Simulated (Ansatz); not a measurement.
Program: Ansatz. Geometries: PBE0-D4/def2-TZVP. ΔE: electronic, gas phase. CCSD(T)/CBS is the MP2 limit (def2-TZVPP, def2-QZVPP) plus CCSD(T) − MP2 in def2-TZVPP, frozen cores. DFT in def2-TZVPP. HSE06 is defined as in plane-wave codes. def2 core potentials past Kr. For Mo, Sc outer-core shells are correlated without core-valence functions, which leaves a few kJ/mol of doubt a bond. Scalar relativity is left out up to krypton. Each species was taken in one conformer, which may not be the lowest.

`[NH2][Sc]([NH2])[Cl]` + `[O]=[Mo]([OH])([OH])=[S]` → `[NH2][Sc]([OH])[Cl]` + `[NH2][Mo](=[O])([OH])=[S]`  (redistribution)

`[NH2][Sc]([NH2])[Cl]`:

Cartesian coordinates in Å:
```
N -0.499 0.205 1.632
Sc -0.512 0.197 -0.336
N 1.125 -0.445 -1.221
Cl -2.366 0.909 -1.554
H -1.258 0.504 2.233
H 0.264 -0.088 2.230
H 1.277 -0.511 -2.220
H 1.968 -0.770 -0.764
```

`[O]=[Mo]([OH])([OH])=[S]`:

Cartesian coordinates in Å:
```
O -0.007 -1.749 -0.211
Mo 0.129 -0.090 -0.325
O -1.556 0.694 -0.154
O 1.271 0.542 1.009
S 0.932 0.415 -2.212
H -2.322 0.198 0.149
H 1.554 -0.010 1.743
```

`[NH2][Sc]([OH])[Cl]`:

```xyz
7

N    -0.334    0.160    1.393
Sc    0.303    0.300   -0.459
O    -0.150   -1.131   -1.543
Cl    1.519    2.191   -1.067
H    -0.178    0.849    2.118
H    -0.870   -0.599    1.794
H    -0.289   -1.770   -2.236
```

`[NH2][Mo](=[O])([OH])=[S]`:

Cartesian coordinates in Å:
```
N -1.011 1.010 0.082
Mo 0.379 -0.220 -0.387
O 1.362 0.537 -1.505
O 1.409 -0.648 1.118
S -0.527 -1.964 -1.171
H -0.929 2.003 -0.081
H -1.951 0.745 0.337
H 1.269 -1.463 1.608
```

Is it downhill or uphill in electronic energy at CCSD(T)/CBS, and by how much? (An estimate is asked.)

Ansatz gave: Downhill: ΔE = -0.65 eV.

What do these levels give: LDA (SPW92), r2SCAN-D4, BLYP, r2SCANh, HSE06, SCS-MP2/def2-TZVPP? (An estimate is asked.)

The calculation gave: LDA (SPW92) -0.61, r2SCAN-D4 -0.55, BLYP -0.52, r2SCANh -0.57, HSE06 -0.58, SCS-MP2/def2-TZVPP -0.65 eV.

Largest T1 diagnostic among the species: 0.025, so the coupled-cluster value is less sure than usual.

Leaving LDA and LC-ωPBE aside and taking each functional with its dispersion term where it has one, the values, not all of them listed here, spread over 0.10 eV, from PBE-QIDH to B97M-V. LDA lies −0.07 eV from PBE without D4. From r2SCAN to r2SCAN0 (25 % exact exchange), in def2-TZVPP and without D4, ΔE moves by −0.05 eV.
